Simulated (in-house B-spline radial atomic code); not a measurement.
Neutral sulfur is squeezed into an impenetrable sphere of radius R (the orbitals vanish at R). No spin polarisation. Level of theory: scalar-relativistic (X2C) PBE, spherical fractional occupations, Fermi nucleus of rms radius 3.2611 fm; calculated with a B-spline radial code for spherical atoms.

Energies in eV above the free atom in [Ne] 3s2 3p4:

```
R (bohr)  highest level (eV)  [Ne] 3s2 3p4  [Ne] 3s2 3p3 3d1  [He] 2s2 2p5 3s2 3p4 3d1
     7.8               -6.95       0.02179             11.06                     172.7
    6.04                -6.6        0.2725              12.4                     173.8
    5.35               -6.13         0.745             13.58                     174.7
    3.94               -2.63         6.392             21.62                     181.4
    3.59              -0.369         11.25              27.4                     186.5
    3.16                4.26         23.08             40.58                     198.7
    2.67                14.3         54.53             73.68                     231.1
     2.2                34.9         131.8             151.5                     311.6
    1.74                82.9         342.3             356.1                     533.3
    1.36                 184         845.6               834                      1066
```

Task: Does [Ne] 3s2 3p3 3d1 fall below [Ne] 3s2 3p4 under compression?

Result: Yes, between R = 1.74 and 1.36 bohr the order changes (near 1.53 bohr by linear interpolation).

Task: Does [He] 2s2 2p5 3s2 3p4 3d1 fall below [Ne] 3s2 3p4 under compression?

Result: No, it stays above over the whole range.

The highest level is first positive in the row R = 3.16 bohr, pushed up by confinement above the zero of the free ion's potential. Each configuration is held fixed and needn't be the lowest in the sphere.
